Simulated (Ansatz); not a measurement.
```yaml
crystal:
  periodic: [false, false, false]
  atoms:
    - {symbol: N, position_ang: [-1.305841, 0.311954, -1.263154]}
    - {symbol: Ta, position_ang: [0.192595, 0.284877, -0.337903]}
    - {symbol: N, position_ang: [0.731070, -1.616514, -0.254474]}
    - {symbol: N, position_ang: [-0.271575, 1.003070, 1.445624]}
    - {symbol: Cl, position_ang: [1.911230, 1.557434, -1.285161]}
    - {symbol: H, position_ang: [-2.090701, 0.414661, -1.884221]}
    - {symbol: H, position_ang: [0.234460, -2.385367, -0.676398]}
    - {symbol: H, position_ang: [1.504467, -1.964055, 0.295871]}
    - {symbol: H, position_ang: [-1.184491, 1.321973, 1.729634]}
    - {symbol: H, position_ang: [0.361987, 1.020868, 2.233083]}
basis:
  gaussian: {orbitals: ANO-RCC-VTZP}
magnetization: {spin_polarized: true, initial_magnetization: 0}
hamiltonian: {xc: {name: B97M-V}, pseudopotentials: {relativity: scalar}}
```

```sh
$ ansatz run in.yaml --threads 4 --pin off --events-out ev --progress --plain --max-ram 10444MiB
```

Output, abridged:

```
Functional definition: B97M-V
2285 factors; their error is unknown
mean field evaluation 1: about -441704.5904 eV, gradient 9.0e1 eV
mean field evaluation 2: about -441482.4137 eV, gradient 2.6e2 eV
mean field evaluation 4: about -441730.7384 eV, gradient 2.6e1 eV
mean field evaluation 8: about -441732.5661 eV, gradient 4.5e-1 eV
mean field evaluation 16: about -441732.5387 eV, gradient 3.3e-3 eV
mean field -441732.53874194 eV, -16233.3713816974 hartree, gradient 8.9e-5 eV, S^2 0.000000; 0 other end points of the search recorded, 0 dependent functions left out
reference -441732.53883145 eV, -16233.3713849870 hartree; 58, 58 occupied and 240, 240 virtual orbitals, 2285 factors
Total energy: -441732.53883145 eV, -16233.3713849870 hartree
Relativity: scalar
```

Run time 37 s (4 threads of an Intel Xeon Platinum 8488C on a shared host); peak host memory 1.4 GiB.
